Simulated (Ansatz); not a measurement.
Species: sum formula GeIF3 (charge 0, singlet). SMILES: [I][Ge]([F])([F])[F]
Structure (B3LYP-D3(BJ)/def2-TZVP (Ansatz, a program for electronic structure) minimum search):
```
Ge
F 1 1.7164
F 1 1.7164 2 106.37
F 1 1.7164 2 106.37 3 113.12
I 1 2.4642 2 112.41 4 123.44
```
Charge 0, spin multiplicity 1.

Property: atomisation energy (electronic, to ground-state atoms), in kcal/mol. Cores are frozen in the correlated levels unless marked. UHF or UKS for open shells. Spin-orbit coupling is left out. Frozen are the shells of the preceding noble gas and the d and f shells that filled before the atom's block. In def2 rows, elements after Kr have scalar-relativistic effective core potentials. The coupled-cluster limit lacks core correlation, which all-electron functionals hold. CBS marks a two-point X^-3 extrapolation of the correlation energy; Hartree-Fock from the larger set.

```csv
level,program,atomisation energy (kcal/mol)
B3LYP-D3(BJ)/def2-TZVPD,Ansatz + dftd3,393.8
B3LYP/def2-TZVPD,Ansatz,388.9
PBE0/def2-TZVPD,Ansatz,(withheld)
CAM-B3LYP-D4/def2-TZVPD,Ansatz + dftd4,(withheld)
B2PLYP-D3(BJ)/def2-TZVPD,Ansatz + dftd3,(withheld)
CCSD/def2-SVP,Ansatz,363.4
"CCSD(T)/CBS(def2-TZVPPD,def2-QZVPPD)",Ansatz,411.7
```

**Question.** What belongs in the gaps?

**Answer.** 
- PBE0/def2-TZVPD, atomisation energy (kcal/mol): 394.3
- CAM-B3LYP-D4/def2-TZVPD, atomisation energy (kcal/mol): 400.2
- B2PLYP-D3(BJ)/def2-TZVPD, atomisation energy (kcal/mol): 401.1
